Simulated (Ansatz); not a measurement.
The first iterations of a band of BClH3N + H2O (9 atoms, charge 0, multiplicity 1).

Theory: RKS B3LYP-D4/6-31G* (Ansatz).

- movable images: 9
- climbing image: yes
- spring: 5.0 eV/Å²
- optimiser: quadratic models (default)
- start path: through a guess of the saddle point
- force threshold: 0.05 eV/Å
- iteration limit: 60
- end points: relaxed

First end point:

```xyz
9
Properties=species:S:1:pos:R:3
B 0.134 -0.367 -0.195
H 0.102 -0.833 0.897
N 1.316 -0.202 -0.900
H 2.216 -0.378 -0.476
H 1.363 0.194 -1.829
Cl -1.430 0.016 -1.008
O -0.248 2.140 1.266
H -0.840 2.191 0.499
H -0.758 1.615 1.902
```

Last end point:

```xyz
9
Properties=species:S:1:pos:R:3
B 0.065 0.545 -0.829
H -0.437 0.367 3.315
N 1.330 0.043 -1.141
H 1.497 -0.615 -1.887
H 2.151 0.317 -0.620
Cl -1.359 0.006 -1.804
O -0.106 1.432 0.197
H -1.029 1.700 0.302
H -0.258 0.581 2.625
```

| iteration | highest image above the first end (eV) | largest band force component (eV/Å) |
| --- | --- | --- |
| 1 | 3.723 | 9.615 |
| 2 | 2.287 | 4.347 |
| 3 | 1.734 | 3.208 |
| 4 | 1.584 | 1.354 |
| 5 | 1.414 | 2.483 |
| 6 | 1.144 | 1.147 |
| 7 | 1.565 | 1.331 |
| 8 | 1.581 | 0.702 |
| 9 | 1.508 | 1.333 |
| 10 | 1.413 | 0.636 |
| 11 | 1.306 | 1.446 |
| 12 | 1.228 | 0.707 |

Does the band converge within its limit, and where does its top end?

The forces met the threshold. It ended after 37 iterations with the highest image 1.532 eV above the first end. The profile has 2 maxima (images 3, 5) with wells between them (image 4): this band takes more than one step, which may be the mechanism or a detour left from its start path. Neighbouring images differ by up to 2.0 eV, so the band resolves the path poorly. A vibrational analysis at the climbing image gives one clearly imaginary mode, 1527i cm⁻¹: a first-order saddle point. The orbitals stay closed-shell, which can raise the energy where a bond breaks towards radicals; this wasn't checked here.

Time of the run: 12 min on 1 thread of Intel(R) Xeon(R) Platinum 8488C (Sapphire Rapids), on a shared host, peak memory 0.18 GiB.
